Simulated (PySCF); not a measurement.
Species: C₇H₁₁P.
Cartesian coordinates in Å at the GFN2-xTB level; atoms count from 1:
```
atom  x, y, z in Å
C1    -1.3924   -1.2617   -0.7777
C2    -1.0736   -0.2453    0.3212
C3    -1.8421    1.0585    0.0962
C4     0.4043    0.0117    0.3773
C5     1.1373    0.5749   -0.7339
C6     2.4592    0.6978   -0.5216
P7     2.8913    0.2683    1.1761
C8     1.1968   -0.2870    1.4287
H9    -2.4536   -1.5007   -0.7737
H10   -1.1330   -0.8647   -1.7562
H11   -0.8292   -2.1788   -0.6187
H12   -1.3827   -0.6680    1.2840
H13   -1.5988    1.7811    0.8722
H14   -1.5913    1.4930   -0.8686
H15   -2.9135    0.8709    0.1203
H16    0.6500    0.8463   -1.6568
H17    3.1692    1.1003   -1.2239
H18    3.4397   -0.9829    0.8875
H19    0.8525   -0.7044    2.3601
```

Probes without a nucleus sit at each ring's centroid and 1 Å off its mean plane on both sides; NICS is minus the shielding there, NICSzz its component along the normal. Level: GIAO PBE0/pcSseg-1 (PySCF, non-relativistic, gas phase) on the GFN2-xTB geometry, one conformer.

Ring bond lengths (Å), with Mayer bond orders in brackets: C4–C5 1.445 (1.11), C5–C6 1.344 (1.74), C6–P7 1.804 (1.01), P7–C8 1.801 (1.01), C8–C4 1.350 (1.74).

Question: What do the NICS probes read (ppm)?

Answer: 
```tsv
ring	type	NICS(0)	NICS(1), two faces	NICS(1)zz, two faces	rms pucker (Å)	centre to ring atoms, mean (Å)
C4–C5–C6–P7–C8	5-membered ring with P; bonds drawn aromatic by RDKit's count	-4.8	-6.4 / -6.3	-12.2 / -13.8	0.04	1.31
```

Question: What can be read from them?

Answer: 
- C4–C5–C6–P7–C8: mean NICS(1)zz -13.0 ppm, shielded. A hydrogen on P7, outside the ring, lies 1.88 Å from a NICS(1) probe.

Question: And the bond-length index? HOMA takes Krygowski's 1993 parameters.

Answer: 
- C4–C5–C6–P7–C8: HOMA 0.14; the largest term is that of C6–P7, α(R − Ropt)² = 1.33.
